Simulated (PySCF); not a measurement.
Compound: C4H10OSSi2.
Z-matrix (Å and degrees, PBE0-D3(BJ)/def2-SVP geometry), rows numbered from 1:
```
C 
C   1  1.4871
S   2  1.6305  1  124.82
Si  2  1.8887  1  122.46  3   178.24
C   4  1.8954  2  111.80  1  -112.01
C   5  1.5438  4  107.23  2   143.18
Si  6  1.8946  5  106.63  4   -33.51
O   7  1.6814  6   99.96  5    29.05
H   1  1.1045  2  109.66  3  -121.16
H   1  1.0990  2  112.08  3     1.09
H   1  1.1040  2  109.81  3   123.75
H   4  1.4894  2  108.39  1   119.81
H   5  1.1008  4  112.93  2   -91.82
H   5  1.1041  4  106.84  2    24.61
H   6  1.1040  5  110.15  4    82.74
H   6  1.1019  5  112.42  4  -158.71
H   7  1.4913  6  114.36  5   147.36
H   7  1.4959  6  112.97  5   -87.66
```

NICS is the negative of the GIAO shielding at a point without a nucleus: at the ring centre (0) and 1 Å above and below it (1); zz is the component along the ring normal. Level: GIAO PBE0/pcSseg-1 (PySCF, non-relativistic, gas phase) on the PBE0-D3(BJ)/def2-SVP geometry, one conformer.

Ring bond lengths (Å), with Mayer bond orders in brackets: Si4–C5 1.895 (0.93), C5–C6 1.544 (1.01), C6–Si7 1.895 (0.92), Si7–O8 1.681 (0.92), O8–Si4 1.685 (0.90).

Give the NICS values of each ring in ppm.

```json
{"ring": "Si4–C5–C6–Si7–O8", "type": "5-membered ring with O and 2 Si; formal bonds all single", "NICS(0)": "-5.1", "NICS(1), two faces": "-3.0 / -3.1", "NICS(1)zz, two faces": "-1.5 / -2.3", "rms pucker (Å)": "0.16", "centre to ring atoms, mean (Å)": "1.47"}
```

What do they say, and how far can they be read as aromaticity?

- Si4–C5–C6–Si7–O8: mean NICS(1)zz -1.9 ppm, near zero. Si4, C5, C6, Si7 have four or more neighbours; no verdict on aromaticity is drawn.

Give the inner angles of the rings and the Hirshfeld charges of the ring atoms.

- Si4–C5–C6–Si7–O8: Si4 100.1° (+0.390 e), C5 107.2° (-0.160 e), C6 106.6° (-0.160 e), Si7 100.0° (+0.399 e), O8 115.4° (-0.323 e); sum 529.3° against 540° for a flat convex ring.

How do the values depend on the level or the medium?

```json
{"level": "PBE0/pcSseg-1, gas", "NICS(0), Si4–C5–C6–Si7–O8": "-5.1", "mean NICS(1)zz, Si4–C5–C6–Si7–O8": "-1.9"}
{"level": "WP04/pcSseg-1, gas", "NICS(0), Si4–C5–C6–Si7–O8": "-4.6", "mean NICS(1)zz, Si4–C5–C6–Si7–O8": "-1.2"}
{"level": "PBE0/pcSseg-1, IEF-PCM acetonitrile", "NICS(0), Si4–C5–C6–Si7–O8": "-5.2", "mean NICS(1)zz, Si4–C5–C6–Si7–O8": "-1.9"}
{"level": "PBE0/pcSseg-1, IEF-PCM methanol", "NICS(0), Si4–C5–C6–Si7–O8": "-5.2", "mean NICS(1)zz, Si4–C5–C6–Si7–O8": "-1.9"}
```

The geometry is the same throughout; the continuum's cavity takes Bondi-type radii × 1.2.
